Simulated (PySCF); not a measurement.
Ionisation energy of Sb²⁺ by level of theory

Sb²⁺ [Kr] 4d10 5s2 5p1 [5p1/2^1, M_J = 1/2] → Sb³⁺ [Kr] 4d10 5s2, as a difference of total energies. All numbers are calculated (PySCF 2.14, the two-component X2C-1e Hamiltonian, in x2c-TZVPall-2c). Correlated levels: [Ar] 3d10 frozen; the 6 highest virtual spinors dropped. "Screened" scales the spin-orbit matrix elements by Boettger's factors to mimic the two-electron term; Breit and QED terms are absent.

```json
{"method": "GHF (spin-free)", "ionisation energy (eV)": "24.112", "error (eV)": "-1.211"}
{"method": "GMP2 (spin-free)", "ionisation energy (eV)": "24.499", "error (eV)": "-0.824"}
{"method": "GHF (screened spin-orbit)", "ionisation energy (eV)": "24.670", "error (eV)": "-0.653"}
{"method": "GMP2 (screened spin-orbit)", "ionisation energy (eV)": "25.070", "error (eV)": "-0.253"}
```

Reference: 25.323 eV (measured; NIST Atomic Spectra Database, ionization energies).

The spin-free rows lack the spin-orbit shift.

Errors of the correlated levels include the incompleteness of this basis and the frozen core.
